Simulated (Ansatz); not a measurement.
The same path of a periodic cell of 63 atoms, Si (host Si, host structure diamond, one Si atom removed), cell charge +2 was run twice with different band settings. Lost on the way: Si6–Si37, Si37–Si38, Si37–Si44. Made: Si15–Si37, Si37–Si51, Si37–Si54.

Theory: DFT PBE, scalar-relativistic, plane waves, PAW in Ansatz 0.2.0. Settings: PAW set soft_1, cutoff 420 eV, k mesh 1x1x1, fermi-dirac smearing 0.02 eV, no spin polarisation.

Relaxed end points:

```xyz
63
Lattice="10.8600 0.0000 0.0000 0.0000 10.8600 0.0000 0.0000 0.0000 10.8600" Properties=species:S:1:pos:R:3
Si 5.423 0.016 0.005
Si 6.789 1.357 1.355
Si 8.144 2.716 -0.003
Si 9.504 4.072 1.355
Si 8.140 -0.002 2.714
Si 9.521 1.340 4.048
Si 0.002 -0.002 -0.011
Si 1.337 1.341 1.370
Si 2.732 2.707 0.005
Si 4.074 4.072 1.355
Si 5.433 5.428 -0.004
Si 6.788 6.787 1.356
Si 8.154 8.128 0.006
Si 9.521 9.523 1.371
Si 2.719 0.002 2.709
Si 4.058 1.340 4.092
Si 5.423 2.707 2.697
Si 6.789 4.072 4.070
Si 8.155 5.438 2.697
Si 9.521 6.804 4.092
Si 5.439 -0.003 5.425
Si 6.788 1.356 6.784
Si 8.155 2.706 5.443
Si 9.504 4.072 6.784
Si 8.154 0.016 8.135
Si 9.503 1.358 9.501
Si -0.015 5.438 0.006
Si 1.380 6.803 1.372
Si 2.714 8.146 -0.010
Si 4.058 9.480 1.370
Si 0.003 2.722 2.714
Si 1.359 4.072 4.070
Si 2.715 5.422 2.714
Si 4.057 6.804 4.048
Si 5.438 8.146 2.714
Si 6.790 9.502 4.070
Si 0.002 -0.002 5.426
Si 1.380 1.339 6.768
Si 2.714 2.721 5.426
Si 4.073 4.070 6.785
Si 5.423 5.437 5.444
Si 6.789 6.786 6.785
Si 8.139 8.146 5.427
Si 9.520 9.480 6.768
Si 2.715 -0.003 8.150
Si 4.074 1.357 9.500
Si 5.433 2.715 8.144
Si 6.788 4.072 9.500
Si 8.145 5.428 8.144
Si 9.504 6.787 9.500
Si 0.002 8.145 2.713
Si 0.003 5.422 5.425
Si 1.337 6.802 6.769
Si 2.718 8.142 5.430
Si 4.058 9.523 6.769
Si -0.015 2.706 8.134
Si 1.358 4.072 9.500
Si 2.733 5.436 8.135
Si 4.073 6.787 9.501
Si 5.423 8.127 8.135
Si 6.789 9.502 9.500
Si 0.002 8.146 8.150
Si 1.358 9.502 9.499
```

```xyz
63
Lattice="10.8600 0.0000 0.0000 0.0000 10.8600 0.0000 0.0000 0.0000 10.8600" Properties=species:S:1:pos:R:3
Si 5.430 0.000 0.000
Si 6.796 1.374 1.366
Si 8.145 2.715 -0.001
Si 9.486 4.064 1.366
Si 8.161 -0.022 2.731
Si 9.504 1.356 4.074
Si 0.000 0.000 0.000
Si 1.356 1.356 1.350
Si 2.715 2.715 0.001
Si 4.074 4.074 1.356
Si 5.430 5.430 0.000
Si 6.786 6.786 1.356
Si 8.145 8.145 0.001
Si 9.504 9.504 1.350
Si 2.699 0.022 2.731
Si 4.080 1.356 4.074
Si 5.429 2.715 2.715
Si 6.796 4.064 4.056
Si 8.145 5.431 2.715
Si 9.504 6.780 4.074
Si 5.430 0.000 5.430
Si 6.780 1.356 6.786
Si 8.161 2.699 5.452
Si 9.504 4.080 6.786
Si 8.161 0.022 8.129
Si 9.504 1.356 9.510
Si 0.000 5.430 0.000
Si 1.374 6.796 1.366
Si 2.715 8.145 -0.001
Si 4.064 9.486 1.366
Si 0.022 2.699 2.731
Si 1.356 4.080 4.074
Si 2.715 5.429 2.715
Si 4.064 6.796 4.056
Si 5.431 8.145 2.715
Si 6.780 9.504 4.074
Si 1.356 -1.356 4.074
Si 1.356 1.356 6.786
Si 2.699 2.699 5.408
Si 4.064 4.064 6.804
Si 5.430 5.430 5.430
Si 6.796 6.796 6.804
Si 8.161 8.161 5.408
Si 9.504 9.504 6.786
Si 2.699 -0.022 8.129
Si 4.064 1.374 9.494
Si 5.431 2.715 8.145
Si 6.786 4.074 9.504
Si 8.145 5.429 8.145
Si 9.486 6.796 9.494
Si -0.022 8.161 2.731
Si 0.000 5.430 5.430
Si 1.356 6.780 6.786
Si 2.699 8.161 5.452
Si 4.080 9.504 6.786
Si -0.022 2.699 8.129
Si 1.374 4.064 9.494
Si 2.715 5.431 8.145
Si 4.074 6.786 9.504
Si 5.429 8.145 8.145
Si 6.796 9.486 9.494
Si 0.022 8.161 8.129
Si 1.356 9.504 9.510
```

Common settings: spring 5.0 eV/Å²; optimiser quadratic models (default); force threshold 0.05 eV/Å; end points relaxed.

| run | movable images | climbing image | start path | iteration limit |
| --- | --- | --- | --- | --- |
| 1 | 3 | yes | IDPP | 80 |
| 2 | 2 | no | default | 50 |

Q: What does each run give, and how far can it be trusted?

A: Run 1: converged after 4 iterations, highest image 0.459 eV above the first end. By the program's own check the climbing image is a first-order saddle point (lowest curvatures found: -1.53 and 1.30 eV/Å²).
Run 2: converged after 4 iterations, highest image 0.312 eV above the first end. No image climbed, so the highest image needn't sit at the top of the path.
Limits of this set-up: coarse k mesh, charged cell in a uniform background, uncorrected.
